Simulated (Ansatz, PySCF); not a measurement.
Spin states of HNiO (SMILES [OH][Ni]), each relaxed with B3LYP-D3(BJ)/def2-TZVP.
State 1 (charge 0, multiplicity 2):
| atom | x (Å) | y (Å) | z (Å) |
|---|---|---|---|
| Ni | -0.8819 | -0.6364 | -0.7730 |
| O | 0.4311 | -0.1373 | 0.2906 |
| H | 0.4178 | 0.8211 | 0.4122 |
State 2 (charge 0, multiplicity 4):
```xyz
3

Ni    -0.910    -0.700    -0.803
O      0.390    -0.096     0.265
H      0.487     0.843     0.467
```

| level | energy of the multiplicity-4 state less that of the multiplicity-2 state (eV) | cost |
|---|---|---|
| PBE/def2-TZVPP | 1.055 | ×1 |
| PBE-D3(BJ)/def2-TZVPP | 1.055 | ×1 |
| PBE-D4/def2-TZVPP | 1.055 | ×1 |
| BLYP/def2-TZVPP | 1.092 | ×1 |
| BLYP-D4/def2-TZVPP | 1.092 | ×1 |
| r2SCAN-D4/def2-TZVPP | 0.576 | ×2 |
| B97M-V/def2-TZVPP | 0.582 | ×2 |
| r2SCANh/def2-TZVPP | 0.455 | ×1 |
| B3LYP/def2-TZVPP | 0.837 | ×0.7 |
| B3LYP-D3(BJ)/def2-TZVPP | 0.836 | ×0.7 |
| B3LYP-D4/def2-TZVPP | 0.836 | ×0.7 |
| PBE0/def2-TZVPP | 0.680 | ×0.8 |
| PBE0-D3(BJ)/def2-TZVPP | 0.680 | ×0.8 |
| PBE0-D4/def2-TZVPP | 0.680 | ×0.8 |

The rows run from 0.455 (r2SCANh/def2-TZVPP) to 1.092 eV (BLYP/def2-TZVPP). The dispersion term adds 0.000 in PBE-D3(BJ), 0.000 in PBE-D4, 0.000 in BLYP-D4. The 6 functionals in def2-TZVPP without D3 or D4 span 0.637, from r2SCANh to BLYP.

Singlets are restricted, other states unrestricted; no spin–orbit coupling, no relativity up to Kr; see below for the cores. The largest T1 diagnostic is 0.064.

Doubts at one or more of the structures used: a spin-contaminated determinant (r2SCAN-D4/def2-TZVPP, r2SCANh/def2-TZVPP).

Codes used: Ansatz (Gaussian orbitals); PySCF for the dispersion terms. 

Costs are rough ratios of core time to PBE/def2-TZVPP (about 26 s over the structures, on one shared machine); a dash marks a level with no comparable run of its own.

Ansatz is a first-principles code.
